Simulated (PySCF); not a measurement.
La²⁺ (lanthanum, charge +2) across methods

[Xe] 4f1, 2F determinant (an excited configuration). All numbers are calculated (PySCF 2.14, scalar relativity by spin-free X2C-1e, in x2c-TZVPPall with one added diffuse shell each of s, p, d type (12s8p8d3f1g, 106 functions)).

```tsv
method	E (hartree)	mean ε 5p α (eV)	mean ε 5p β (eV)	mean ε 4f α (eV)	Σ⟨r²⟩ (bohr²)	⟨S²⟩
r2SCAN	-8491.72	-33.346	-32.946	-10.017	44.50	0.751
PBE	-8491.31	-32.934	-32.528	-9.962	44.63	0.751
PBE0	-8491.37	-34.567	-34.131	-11.285	44.49	0.751
LDA	-8484.52	-33.112	-32.721	-9.903	44.59	0.750
```

**Question.** Estimate the same row for UHF.

**Answer.** E (hartree) = -8488.51394; mean ε 5p α (eV) = -38.333; mean ε 5p β (eV) = -37.726; mean ε 4f α (eV) = -14.645; Σ⟨r²⟩ (bohr²) = 44.58; ⟨S²⟩ = 0.751.

Spin-orbit coupling, absent here, splits the open shell strongly.
